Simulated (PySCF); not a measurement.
SMILES C[Si](C)(O)[Si](C)(O)O (C3H12O3Si2), singlet (GFN2-xTB optimised geometry):

```
20

Si    -1.091     0.220     0.000
C     -2.005    -0.643    -1.424
O     -1.799    -0.482     1.304
O     -1.398     1.839     0.000
Si     1.207     0.220     0.000
C      2.000    -1.397     0.619
C      1.900     0.620    -1.736
O      1.774     1.314     1.086
H     -1.733    -1.691    -1.486
H     -3.081    -0.596    -1.283
H     -1.772    -0.184    -2.379
H     -1.491    -0.310     2.189
H     -2.293     2.170    -0.030
H      1.754    -2.228    -0.034
H      3.081    -1.309     0.650
H      1.664    -1.653     1.618
H      1.490     1.550    -2.122
H      1.662    -0.159    -2.453
H      2.981     0.723    -1.713
H      1.508     2.228     1.032
```

Computed with CAM-B3LYP/def2-SVP run with PySCF 2.14.0.

Problem. What are the frontier orbital energies and the dipole moment?

Solution. HOMO-2 -10.10 eV, HOMO-1 -9.41 eV, HOMO -8.23 eV, LUMO 1.71 eV, LUMO+1 2.05 eV; dipole moment 1.50 D.

On the same geometry PBE/def2-SVP in PySCF gives HOMO-2 -6.84 eV, HOMO-1 -6.59 eV, HOMO -5.59 eV, LUMO -0.20 eV, LUMO+1 0.16 eV; dipole moment 1.44 D.

Meta-Löwdin charges at CAM-B3LYP/def2-SVP: Si1 1.02, C2 -0.56, O3 -0.72, O4 -0.73, Si5 0.86, C6 -0.55, C7 -0.56, O8 -0.72, H9 0.11, H10 0.11, H11 0.11, H12 0.33, H13 0.32, H14 0.10, H15 0.11, H16 0.11, H17 0.10, H18 0.11, H19 0.11, H20 0.33.
